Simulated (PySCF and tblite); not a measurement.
Results of a calculation; reference values are marked as such.
2 E/Z isomers of C₅H₈O₂, numbered alike:

| isomer | SMILES | descriptors |
| --- | --- | --- |
| A | [CH3:1][O:2]/[CH:3]=[CH:4]/[C:5]([CH3:6])=[O:7] | 3=4 E |
| B | [CH3:1][O:2]/[CH:3]=[CH:4]\[C:5]([CH3:6])=[O:7] | 3=4 Z |

Protocol: conformer search, at most 6 conformers an isomer, GFN2-xTB geometries, energies PBE0/pcSseg-1 (IEF-PCM, acetone) (D3(BJ) added where defined), weights at 298.15 K with GFN2-xTB thermal terms. Programs: PySCF with density fitting and tblite.

Q: Rank the isomers by free energy at 298.15 K.

A: 
| isomer | ΔG (kcal/mol) | ΔE, lowest conformer | conformers | largest weight % | rms dipole (D) |
| --- | --- | --- | --- | --- | --- |
| A | 0.0 | 0.0 | 3 | 68 | 5.26 |
| B | 2.9 | 2.9 | 2 | 80 | 7.19 |
